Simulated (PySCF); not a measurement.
**Mayer bond orders and bond lengths**

Species: C₄H₃F₃O₂.
Numbering: `[O:1]=[C:2]1[CH2:3][O:4][C@@H:5]1[C:6]([F:7])([F:8])[F:9]` (hydrogens: H10, H11 on C3; H12 on C5)

Cartesian coordinates in Å at the PBE0-D3(BJ)/def2-SVP level; atoms count from 1:
```xyz
12
C4H3F3O2 angstrom
O      0.0489    1.1952    1.9319
C      0.3798    0.5096    1.0225
C      1.6277    0.2939    0.1820
O      0.9646   -0.7670   -0.5121
C     -0.2611   -0.6068    0.1763
C     -1.3868   -0.1675   -0.7411
F     -1.0681    0.9630   -1.3761
F     -1.6527   -1.0913   -1.6588
F     -2.4900    0.0496   -0.0294
H      2.5222   -0.0384    0.7373
H      1.8916    1.1435   -0.4720
H     -0.5865   -1.5030    0.7343
```

Bond orders from the PBE0/pcSseg-1 density (PySCF). Geometry: PBE0-D3(BJ)/def2-SVP; no solvent, vibrations or thermal averaging.

Question: Where do the orders between heavy atoms depart from those drawn in the SMILES?

Answer: The largest departure is 0.111, at O1–C2 (drawn double, 2.111).

Question: Set the Mayer orders of the bonds beside their lengths.

Answer: 
| bond | drawn as | length (Å) | Mayer order |
| --- | --- | --- | --- |
| O1–C2 | double | 1.186 | 2.111 |
| C2–C3 | single | 1.520 | 0.950 |
| C3–O4 | single | 1.431 | 0.918 |
| O4–C5 | single | 1.415 | 0.944 |
| C5–C6 | single | 1.517 | 0.928 |
| C6–F7 | single | 1.335 | 1.008 |
| C6–F8 | single | 1.329 | 1.025 |
| C6–F9 | single | 1.331 | 1.014 |
| C5–C2 | single | 1.540 | 0.900 |
| C3–H10 | single | 1.104 | 0.928 |
| C3–H11 | single | 1.104 | 0.923 |
| C5–H12 | single | 1.105 | 0.906 |

By pair of heavy elements: C–O: lowest C3–O4 (0.918, 1.431 Å), highest O1–C2 (2.111, 1.186 Å). C–C: lowest C5–C2 (0.900, 1.540 Å), highest C2–C3 (0.950, 1.520 Å). C–F: all 3 within 0.02 of one another (1.008 to 1.025).

Question: Sum the orders of all bonds at each heavy atom with more than one neighbour and set the sums beside the valence in the SMILES.

Answer: C2 3.961 (drawn 4), C3 3.719 (drawn 4), O4 1.862 (drawn 2), C5 3.678 (drawn 4), C6 3.975 (drawn 4). Orders between atoms that aren't bonded are not in these sums.

For a closed shell the Mayer order of atoms A and B is Σ (PS)μν (PS)νμ over the basis functions μ on A and ν on B, with P the density and S the overlap matrix.

These values come from a run that also computed NMR shieldings. Hardware: an Arm Neoverse V2 with one thread, shared host. Cost: 19 s wall.
